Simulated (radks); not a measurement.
Problem. The arsenic ion As3+, [Ar] 3d10 4s2. All-electron calculation, non-relativistic Kohn-Sham, PBE, spin-polarised, spherical densities, point nucleus. Program: a radial shooting solver on a logarithmic mesh with Libxc functionals. Every spin shell is full or empty, so the densities are truly spherical. Functionals are evaluated on that one density, not self-consistently. Rank these exchange functionals by their error against the exact value of the orbitals, and give that value: LDA, PBE, RPBE, PW86, WC, G96, EV93, TPSS, revTPSS, SCAN, Tao-Mo, TASK.

Solution. Exact: -80.4798 hartree. From best to worst, with 100 (|E| - |E exact|)/|E exact| (equal figures are ties): RPBE +0.02, TPSS +0.07, PW86 +0.25, PBE -0.27, EV93 +0.27, SCAN +0.33, G96 +0.46, Tao-Mo -0.51, revTPSS -0.65, WC -0.88, TASK -2.45, LDA -5.63.
